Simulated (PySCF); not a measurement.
## NbO₂, doublet: computed properties

These are results of UB3LYP in PySCF with Nb def2-TZVP with ECP28, O def2-TZVP; scalar-relativistic core potentials, no spin–orbit coupling; density-fitted integrals, not measurements.

The structure is a minimum.

```xyz
3
charge 0 multiplicity 2, angstrom
Nb    0.0000   -0.2661    0.0000
O     0.0000    0.7739    1.3615
O     0.0000    0.7739   -1.3615
```

```json
{
 "Point group": "C2v",
 "Bond lengths": "Nb–O 1.713 Å (×2)",
 "Bond angles": "O–Nb–O 105.2°",
 "Lowest empty level (β)": "-3.50 eV",
 "Principal polarisabilities": "54.0, 68.3, 77.4 bohr³",
 "Enthalpy at 298.15 K above 0 K": "11.06 kJ/mol",
 "Spin squared ⟨S²⟩": "0.756",
 "Zero-point energy": "13.9 kJ/mol",
 "Dipole moment": "5.22 D",
 "Principal quadrupole moments (Buckingham, traceless) about the centre of mass": "-7.41, 3.20, 4.22 D Å",
 "Atomisation energy without zero-point energy": "1371 kJ/mol",
 "Rotational symmetry number": "2",
 "Entropy at 298.15 K and 1 bar (electronic part: spin only)": "272.2 J/(mol K)",
 "Rotational constants": "0.6549, 0.2843, 0.1982 cm⁻¹",
 "Heat capacity Cp at 298.15 K": "43.1 J/(mol K)",
 "Highest occupied level (α)": "-5.88 eV"
}
```

Harmonic modes (masses in u: Nb 92.906, O 15.995):
```csv
symmetry,ω (cm⁻¹),IR (km/mol),μ (u)
a1,354,0.8,17.87
b2,959,239,18.77
a1,1011,137,17.91
```

In C2v the vibrations span 2a1 + b2. Here b1 is antisymmetric to the molecular plane and b2 lies in it.

Charges (e):
```
atom  Mulliken  Löwdin  polar tensor  spin (Mulliken)  Mayer order to Nb1
 Nb1      1.11    0.59          1.59             1.09                   –
O2,3     -0.55   -0.30         -0.80            -0.04                2.11
```

Mulliken populations on Nb1 (electrons outside its core potential): s 2.57, p 6.17, d 3.08, f 0.08.

Formally Nb is in oxidation state +4, d1, with 1 unpaired electron. The Mulliken spin on Nb is 1.09. The polar-tensor charge on Nb, 1.59, is far below the formal one.

Other isomers or separated fragments may lie lower. Other spin states or occupations of the open shell can lie lower.

The final relaxation and frequency run took 25 s on 4 threads of a shared Arm Neoverse V1 host, with 102 basis functions and 10 gradients; the process peaked at 0.94 GiB. Launch command: `OMP_NUM_THREADS=4 python axn.py task.json out`.
